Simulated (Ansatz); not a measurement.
Z-matrix (Å, degrees):
```
Ge
C 1 1.911
C 1 1.911 2 40.4
H 1 1.530 2 120.1 3 102.3
H 1 1.530 2 120.1 3 -102.3
H 2 1.084 1 152.8 3 180.0
H 3 1.084 1 152.8 2 -180.0
```

The species carries charge 0 and has multiplicity 1.

Q: List the PBE/def2-TZVPP orbital energies in eV (Ansatz 0.2.0). (Best estimate.)

A: The calculation gave: Occupied: -10804.36, -1337.70, -1191.14, -1191.11, -1191.10, -269.39, -269.37, -162.32, -113.78, -113.76, -113.72, -29.66, -29.58, -29.58, -29.55, -29.51, -19.63, -13.43, -13.30, -11.37, -8.96, -8.03, -6.88, -5.90. Lowest empty: -1.18, -0.57, -0.18, 1.05, 1.86, 2.30, 2.42, 3.10.
